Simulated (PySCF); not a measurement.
# Br²⁺: excitation energy

Br²⁺ [Ar] 3d10 4s2 4p3 (4S) → Br²⁺ [Ar] 3d10 4s1 4p3 4d1 (6D), as a difference of total energies. All numbers are calculated (PySCF 2.14, a scalar-relativistic core potential, in aug-cc-pVTZ-PP with ECP10MDF (6s5p4d2f, 55 functions)). Correlated levels: valence: 3s2 3p6 3d10 frozen. The calculations carry no spin-orbit coupling.

| method | excitation energy (eV) |
| --- | --- |
| UHF | 24.631 |
| MP2 (valence) | 26.088 |
| SCS-MP2 (valence) | 26.507 |
| CCSD (valence) | 26.290 |
| CCSD(T) (valence) | 26.346 |

**Question.** How much does correlation contribute at CCSD(T) (valence)?

**Answer.** 26.346 − (24.631) = 1.715 eV, measured against UHF.

The promoted electron is Rydberg-like, and one or two diffuse shells describe it only roughly, which tends to raise the upper state.
